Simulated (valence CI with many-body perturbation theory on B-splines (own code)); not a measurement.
# Which ion has this spectrum?

A relativistic CI+MBPT calculation for an atom or ion with 14 electrons gives these levels (× 10³ cm⁻¹):

```
J  Parity       E     g
0    even    0.00      
1    even  2137.5  1.49
2    even  2208.3  1.17
2     odd  3380.0  1.53
1     odd  3592.3  1.04
2     odd  3793.1  0.75
1     odd  4115.3  0.88
2    even  4398.6  1.31
2     odd  4440.7  1.29
3     odd  4448.0  1.11
0    even  4552.4      
1    even  5066.1  0.43
2    even  5120.1  1.14
2     odd  5463.0  1.52
```

The energies are calculated, and their last digits are not significant.

**Question.** Which is it?
A. Hf58+
B. Er54+
C. Yb56+
D. Lu57+

**Answer.** C. Yb56+, ground level (3s^2 3p1/2^2) J=0.
